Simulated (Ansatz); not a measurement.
CH4BFOSi, SMILES `FB1OC[SiH2]1`, charge 0, multiplicity 1.

Question: Give a relaxed structure at PBE0-D4/def2-TZVP (Ansatz). (Best estimate.)

Answer: Ansatz gave: 
Z-matrix (Å, degrees):
```
C
Si 1 1.917
O 1 1.465 2 93.8
H 1 1.091 2 117.2 3 -113.5
H 1 1.091 2 117.2 3 113.5
B 2 2.016 1 69.0 3 -0.0
H 2 1.487 1 115.5 3 -115.4
H 2 1.487 1 115.5 3 115.3
F 6 1.315 2 145.2 1 180.0
```
Point group Cs.
This is one stationary point; other conformers may exist.
